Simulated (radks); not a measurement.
Results of a calculation; reference values are marked as such.
Numerical settings for neutral bromine, [Ar] 3d10 4s2 4p5. Level of theory: scalar-relativistic Kohn-Sham, PBEsol, spin-unpolarised, spherical densities, point nucleus (a radial shooting solver on a logarithmic mesh with Libxc functionals). The defaults (mesh step 0.008 in ln r, mesh end at 40 bohr or more with all orbitals vanishing there, Anderson mixing 0.5 over 9 steps, residual threshold near 1e-9 with the energy settled to 1e-9 hartree or 1e-11 of itself, here a cap of 79 iterations) give E = -2604.6893 hartree and 4p at -7.855 eV in 14 iterations. Run on one thread of a shared host, so times are rough (Arm Neoverse V1): 0.1 s of CPU time, 0.1 s wall, 14 iterations on 2669 mesh points. Changes against that run (0 stands for a change within the tolerance of the run):

| setting | iterations | converged | E (mhartree) | e(4p) (meV) | CPU (s) |
|---|---|---|---|---|---|
| mesh step in ln r 0.03 | 14 | yes | +0.000141 | 0 | 0.04 |
| mesh step in ln r 0.005 | 14 | yes | 0 | 0 | 0.15 |
| mesh step in ln r 0.05 | 14 | yes | 0 | 0 | 0.03 |
| mesh end (bohr) 2 | 14 | level above zero | +9.99e+03 | +6.6e+04 | 0.08 |
| mesh end (bohr) 400 | 14 | yes | 0 | 0 | 0.1 |
| residual threshold 1e-13 | 22 | yes | 0 | 0 | 0.13 |
| residual threshold 0.01 | 9 | yes | +0.00025 | +1.31 | 0.08 |
| mixing 1.5 | 14 | yes | 0 | 0 | 0.1 |
| linear mixing, mixing 0.5 | 30 | yes | 0 | 0 | 0.17 |
| linear mixing, mixing 1 | 79 | no | +7.27e+04 | -3.87e+05 | 1.5 |
| mixing history 3 | 17 | yes | 0 | 0 | 0.11 |
| iteration cap 2 | 2 | no | +328 | -7.68e+03 | 0.02 |

Settled on a wrong energy, with an occupied level pushed above zero by the early mesh end: mesh end (bohr) 2 (+9.99 hartree). Apart from these: no run marked as converged misses the energy by more than 1 mhartree. A mesh that ends early acts as a hard wall.
